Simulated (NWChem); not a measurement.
**Correlation energy of BrSi**

```xyz
2

Si     0.0000     0.0000     1.5996
Br     0.0000     0.0000    -0.6398
```
Charge 0, spin multiplicity 2.

Everything below was run with NWChem. Structure: optimised with UPBE0/def2-SVP, a minimum by its harmonic frequencies.

Basis set: def2-SVP. Each correlation energy counts from its own Hartree-Fock reference.

The Hamiltonian is non-relativistic. The correlated methods keep 14 core orbitals frozen. This spin state was chosen for the runs; another may lie lower. The structure started from a generated list of species. The unpaired electrons of the parent sit in orbitals of symmetry b2 (C2v labels of the run); other states weren't searched. The stability of the SCF solutions was not checked. Open-shell Hartree-Fock references start from PBE0 orbitals. Coupled-cluster values serve here as a point of comparison, not as the truth.

Problem. One of these methods gave a correlation energy of -287.6 mHa. Which?
A) CCSD[T] on UHF
B) UMP2
C) SCS-UMP2
D) CCSD on UHF

Solution. B, UMP2. The others give -270.2 (SCS-UMP2), -304.3 (CCSD on UHF), -312.6 (CCSD[T] on UHF).
